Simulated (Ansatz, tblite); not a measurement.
Forces on B6Os⁻ at its PBE-D4/def2-SVPD geometry. Charge -1, multiplicity 2.

In the def2 sets Os takes a core potential; there is no spin–orbit coupling. The xTB rows come from tblite. At PBE-D4/def2-TZVPD the charge -1 doublet is spin-contaminated (final ⟨S²⟩ up to 0.90, 0.75 for a pure state). Another isomer (doublet) lies 0.45 eV lower at PBE0-D4/def2-TZVPD; other spin states weren't run for this one.

GFN1-xTB (tblite), largest force 4.63 eV/Å:

```xyz
7
positions Å, forces eV/Å
Os    1.213    0.207    0.538    4.507    0.357   -1.019
B    -0.102   -0.976   -0.994    0.270   -0.334   -0.368
B     0.287    0.499   -1.463    0.344   -1.013   -0.296
B    -0.606   -1.182    0.513   -0.141    0.316    0.023
B    -0.943    0.380   -0.144   -1.267    0.870    0.560
B     0.072   -0.579    1.895   -2.139   -1.593    1.551
B     0.080    1.652   -0.344   -1.575    1.397   -0.450
```

GFN2-xTB (tblite), largest force 3.02 eV/Å:

```
Os 2.700 0.584 1.210
B -0.253 0.808 -0.211
B -0.569 -0.737 0.362
B 0.145 0.519 0.542
B -0.146 0.686 -0.028
B -0.949 -0.957 -1.060
B -0.928 -0.903 -0.814
```

PBE-D4/def2-TZVPD (Ansatz), largest force 0.40 eV/Å:

```
Os -0.278 0.062 0.023
B -0.025 0.194 0.189
B -0.068 -0.109 0.283
B 0.126 0.200 -0.155
B 0.145 0.048 -0.003
B 0.080 0.001 -0.290
B 0.020 -0.396 -0.047
```
